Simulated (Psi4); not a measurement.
Pair of molecules, SMILES CO with SMILES [GeH4] (the first has 6 atoms); geometry from B3LYP-D3(BJ)/def2-TZVP, rigid monomers moved along the line of their centres of mass till O2···Ge7 is 2.88 Å.
(charge 0, multiplicity 1):
```xyz
11

C     -0.450     0.172     0.489
O      0.791     0.282     1.175
H     -1.253     0.708     1.005
H     -0.703    -0.887     0.466
H     -0.381     0.536    -0.541
H      1.042     1.210     1.215
Ge     0.030    -0.069     3.934
H     -0.514    -1.263     3.141
H     -0.563     1.239     3.386
H      1.561    -0.023     3.870
H     -0.404    -0.210     5.406
```

Calculation: SAPT0/aug-cc-pVDZ (Psi4).

**Question.** Give the four SAPT terms and the total, and say what mostly holds the pair together.

**Answer.** electrostatics -29.1, exchange 47.3, induction -7.2, dispersion -18.3, total -7.3 kJ/mol; the largest attraction is electrostatics.
